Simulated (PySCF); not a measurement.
How methods differ on the ionisation energy of Nd⁴²⁺

Nd⁴²⁺ [Ar] → Nd⁴³⁺ [Ne] 3s2 3p5 [3p1/2^2 3p3/2^3, M_J = 3/2], as a difference of total energies. All numbers are calculated (PySCF 2.14, the two-component X2C-1e Hamiltonian, in an uncontracted even-tempered set (18 s from 9.4 bohr⁻², ratio 2.4; 14 p from 12 bohr⁻², ratio 2.4; 4 d from 48 bohr⁻², ratio 2.6; 4 f from 71 bohr⁻², ratio 2.6)). Correlated levels: 1s2 frozen; the 54 highest virtual spinors dropped. "Screened" scales the spin-orbit matrix elements by Boettger's factors to mimic the two-electron term; Breit and QED terms are absent.

| method | ionisation energy (eV) |
| --- | --- |
| GHF (spin-free) | 3413.2 |
| GMP2 (spin-free) | 3414.1 |
| GHF (screened spin-orbit) | 3373.3 |
| GMP2 (screened spin-orbit) | 3374.2 |

Breit and QED terms and the two-electron picture change are absent.

The spin-free rows lack the spin-orbit shift.

For comparison: 3371 ± 4 eV (theoretical estimate listed by NIST; NIST Atomic Spectra Database, ionization energies).
